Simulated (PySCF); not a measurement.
```xyz
6
charge -1 multiplicity 4, angstrom
Mn   -0.0217    0.0000    0.0000
H    -0.0805    0.0000    1.6568
H    -0.0810    0.0000   -1.6567
H     1.5342   -0.0001   -0.0002
H    -0.0807    1.6568    0.0000
H    -0.0808   -1.6568    0.0000
```

Computed with UPBE0/[Mn def2-TZVPD, H def2-TZVPD], no relativity, density fitting, PySCF.

This geometry of [MnH5]- is a stationary point at this level.

(1) What is the point group?

(2) Is it a minimum?

(3) List the harmonic modes with their infrared intensities.

(4) What are the dipole moment and the gap between the highest occupied and lowest empty levels of either spin?

(5) Give the atomic charges and bond orders.

Results:

(1) C4v.

(2) No: it has 2 imaginary modes (one degenerate set), at 362i cm⁻¹ (e).

(3) 
```tsv
symmetry	ω (cm⁻¹)	IR (km/mol, summed over degenerate members)
e	362i	–
e	363	0.3
b1	393	0.0
a1	481	312
b2	713	0.0
e	1502	2557
a1	1628	0.4
b1	1657	0.0
a1	1691	41.2
```

(4) 1.00 D about the centre of mass and 3.74 eV.

(5) 
```json
{"atom": "Mn1", "Mulliken": "-0.92", "Löwdin": "-0.10", "polar tensor": "0.58", "spin (Mulliken)": "3.90", "Mayer order to Mn1": "–"}
{"atom": "H2,3,5,6", "Mulliken": "-0.02", "Löwdin": "-0.19", "polar tensor": "-0.41", "spin (Mulliken)": "-0.13", "Mayer order to Mn1": "0.85"}
{"atom": "H4", "Mulliken": "0.01", "Löwdin": "-0.14", "polar tensor": "0.04", "spin (Mulliken)": "-0.37", "Mayer order to Mn1": "0.92"}
```

The determinant is spin-contaminated (⟨S²⟩ = 4.00, pure value 3.75). Other isomers or separated fragments may lie lower. Other spin states or occupations of the open shell can lie lower. The lowest empty level of this anion is unbound, so it and the gap depend on the basis. At this level a quartet minimum of C2v symmetry lies 34 kJ/mol below this structure.
